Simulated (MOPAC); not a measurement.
MOPAC input (PM7):

```
PM7 FORCE THERMO(298,298) PRECISE LET GEO-OK AUX(PRECISION=9) THREADS=1
CH5BO3

C     1.49175897 1   -0.26802002 1    1.13666674 1
O     0.94219310 1    0.38947276 1    0.01963404 1
B    -0.38867800 1    0.08149702 1   -0.31073477 1
O    -0.97605207 1    0.71510190 1   -1.41821081 1
O    -1.13684334 1   -0.83779375 1    0.43601028 1
H     0.93459911 1   -0.02312875 1    2.04985251 1
H     2.51665583 1    0.12533054 1    1.19589262 1
H     1.50723916 1   -1.35471743 1    0.98432770 1
H    -0.41518287 1    1.33584817 1   -1.89252622 1
H    -2.03862488 1   -0.97686060 1    0.12516061 1
```

Output:

```
 *******************************************************************************
 **                                                                           **
 **                              MOPAC v23.2.5                                **
 **                                                                           **
 *******************************************************************************
 ** MOPAC's Digital Object Identifier: https://doi.org/10.5281/zenodo.6511958 **
 **                                                                           **
 ** Please cite the open-source release paper for use of this MOPAC version:  **
 ** J. E. Moussa and J. J. P. Stewart (2026)                                  **
 ** MOPAC: An open-source semiempirical molecular orbital program             **
 ** J. Open Source Softw., 11(119), 8025, https://doi.org/10.21105/joss.08025 **
 *******************************************************************************

                              PM7 CALCULATION RESULTS

 *******************************************************************************
 *  PM7        - The PM7 Hamiltonian to be used
 *  GEO-OK     - OVERRIDE INTERATOMIC DISTANCE AND OTHER SAFETY CHECKS
 *  LET        - OVERRIDE SOME SAFETY CHECKS
 *  PRECISE    - TIGHTER CRITERIA TO BE USED
 *  FORCE      - FORCE CALCULATION SPECIFIED
 *  AUX        - OUTPUT AUXILIARY INFORMATION
 *  THERMO     - THERMODYNAMIC QUANTITIES TO BE CALCULATED
 *******************************************************************************
PM7 FORCE THERMO(298,298) PRECISE LET GEO-OK AUX(PRECISION=9) THREADS=1
 CH5BO3

   ATOM   CHEMICAL          X               Y               Z
  NUMBER   SYMBOL      (ANGSTROMS)     (ANGSTROMS)     (ANGSTROMS)

     1       C          1.49175897  *  -0.26802002  *   1.13666674  *
     2       O          0.94219310  *   0.38947276  *   0.01963404  *
     3       B         -0.38867800  *   0.08149702  *  -0.31073477  *
     4       O         -0.97605207  *   0.71510190  *  -1.41821081  *
     5       O         -1.13684334  *  -0.83779375  *   0.43601028  *
     6       H          0.93459911  *  -0.02312875  *   2.04985251  *
     7       H          2.51665583  *   0.12533054  *   1.19589262  *
     8       H          1.50723916  *  -1.35471743  *   0.98432770  *
     9       H         -0.41518287  *   1.33584817  *  -1.89252622  *
    10       H         -2.03862488  *  -0.97686060  *   0.12516061  *

          CARTESIAN COORDINATES

    NO.       ATOM           X           Y           Z

     1         C          1.4918     -0.2680      1.1367
     2         O          0.9422      0.3895      0.0196
     3         B         -0.3887      0.0815     -0.3107
     4         O         -0.9761      0.7151     -1.4182
     5         O         -1.1368     -0.8378      0.4360
     6         H          0.9346     -0.0231      2.0499
     7         H          2.5167      0.1253      1.1959
     8         H          1.5072     -1.3547      0.9843
     9         H         -0.4152      1.3358     -1.8925
    10         H         -2.0386     -0.9769      0.1252

 General Reference for PM7:
 "Optimization of Parameters for Semiempirical Methods VI: More Modifications to the
 NDDO Approximations and Re-optimization of Parameters", J. J. P. Stewart, J. Mol. Mod., 1:32, 19 (2013)
 https://link.springer.com/article/10.1007/s00894-012-1667-x
[...]

 VIBRATION         20    8A"          ATOM PAIR      ENERGY CONTRIBUTION    RADIAL
 FREQUENCY          2646.16         C  1 -- H  6         +49.1% ( 72.3%)     97.9%
 TRANSITION DIPOLE   0.5146         C  1 -- H  8         +49.1% ( 72.3%)     97.9%
 TRAVEL (Ang.)       0.2252         C  1 -- O  2          +0.9% ( 10.0%)      0.0%
 REDUCED MASS        0.5023         C  1 -- H  7          +0.9% (  9.6%)      0.0%
 EFFECTIVE MASS      1.4683
 FORCE CONSTANT      2.0721

 VIBRATION         21   13A'          ATOM PAIR      ENERGY CONTRIBUTION    RADIAL
 FREQUENCY          2653.70         C  1 -- H  7         +62.7% ( 81.7%)     99.7%
 TRANSITION DIPOLE   0.5149         C  1 -- H  6         +18.1% ( 43.9%)     87.3%
 TRAVEL (Ang.)       0.2300         C  1 -- H  8         +18.1% ( 43.9%)     87.3%
 REDUCED MASS        0.4801         C  1 -- O  2          +1.0% ( 10.2%)      1.5%
 EFFECTIVE MASS      1.4724
 FORCE CONSTANT      1.9922

 VIBRATION         22   14A'          ATOM PAIR      ENERGY CONTRIBUTION    RADIAL
 FREQUENCY          2741.74         C  1 -- H  7         +35.9% ( 57.5%)     96.5%
 TRANSITION DIPOLE   0.2913         C  1 -- H  8         +31.8% ( 54.1%)     96.3%
 TRAVEL (Ang.)       0.2745         C  1 -- H  6         +31.8% ( 54.1%)     96.3%
 REDUCED MASS        0.3265         O  4 -- H  9          +0.3% (  5.6%)     99.0%
 EFFECTIVE MASS      1.1000
 FORCE CONSTANT      1.4460

 VIBRATION         23   15A'          ATOM PAIR      ENERGY CONTRIBUTION    RADIAL
 FREQUENCY          2760.01         O  4 -- H  9         +62.7% ( 79.3%)     98.5%
 TRANSITION DIPOLE   1.6854         O  5 -- H 10         +36.9% ( 60.8%)     98.6%
 TRAVEL (Ang.)       0.2201         B  3 -- O  4          +0.2% (  5.0%)     39.8%
 REDUCED MASS        0.5042         B  3 -- O  5          +0.1% (  3.5%)      2.1%
 EFFECTIVE MASS      1.3277
 FORCE CONSTANT      2.2628

 VIBRATION         24   16A'          ATOM PAIR      ENERGY CONTRIBUTION    RADIAL
 FREQUENCY          2768.42         O  5 -- H 10         +62.7% ( 79.2%)     98.4%
 TRANSITION DIPOLE   1.0726         O  4 -- H  9         +36.6% ( 60.4%)     98.5%
 TRAVEL (Ang.)       0.2199         B  3 -- O  5          +0.3% (  5.0%)     40.0%
 REDUCED MASS        0.5039         B  3 -- O  4          +0.1% (  3.7%)     12.8%
 EFFECTIVE MASS      1.3412
 FORCE CONSTANT      2.2755

      SYMMETRY NUMBER FOR POINT-GROUP Cs  =  1

          SYSTEM IS A GROUND STATE

 CH5BO3

          MOLECULE IS NOT LINEAR

          THERE ARE 24 GENUINE VIBRATIONS IN THIS SYSTEM
          THIS THERMODYNAMICS CALCULATION IS LIMITED TO
          MOLECULES WHICH HAVE NO INTERNAL ROTATIONS

                    CALCULATED THERMODYNAMIC PROPERTIES
                                          *
   TEMP. (K)   PARTITION FUNCTION   H.O.F.    ENTHALPY  HEAT CAPACITY ENTROPY
                                   KCAL/MOL   CAL/MOLE    CAL/K/MOL  CAL/K/MOL

 298.00  VIB.     0.2825D+02                  2387.4143    15.9923    14.6512
         ROT.     0.8683D+05                   888.2803     2.9808    25.5788
         INT.     0.2453D+07                  3275.6946    18.9731    40.2300
         TRA.     0.6388D+27                  1480.4672     4.9680    38.8922
         TOT.                     -220.172    4756.1618    23.9411    79.1222

   *: NOTE: HEATS OF FORMATION ARE RELATIVE TO THE
            ELEMENTS IN THEIR STANDARD STATE AT 298K
              (=  Standard Enthalpy of Formation).

            Hvib:  Zero-point energy is not included.
                   frequencies of less than zero cm-1 are not included.
            Hrot = (3/2)RT
            Htra = (3/2)RT + pV = (5/2)RT

            Heat capacity is Cp, not Cv

          For more information, see: HTTP://OpenMOPAC.net/Manual/thermochemistry.html

           FORCE CONSTANT IN CARTESIAN COORDINATES (Millidynes/A)

    ATOM   CHEMICAL       X               Y               Z
   NUMBER   SYMBOL  FORCE CONSTANT  FORCE CONSTANT  FORCE CONSTANT

      1       C        7.306334        6.458523        6.125089
      2       O        7.469330        4.703171        0.707988
      3       B        7.723467        7.852884        1.233302
      4       O        5.987326        3.604025        0.320256
      5       O        2.972167        6.651489        0.333616
      6       H        1.263443        1.252907        2.854939
      7       H        1.032369        3.779590        0.560551
      8       H        1.263421        1.252901        2.854967
      9       H        1.738007        3.027955        0.102391
     10       H        1.203125        3.582944        0.112500

 **********************
 *                    *
 * JOB ENDED NORMALLY *
 *                    *
 **********************

 == MOPAC DONE ==
```
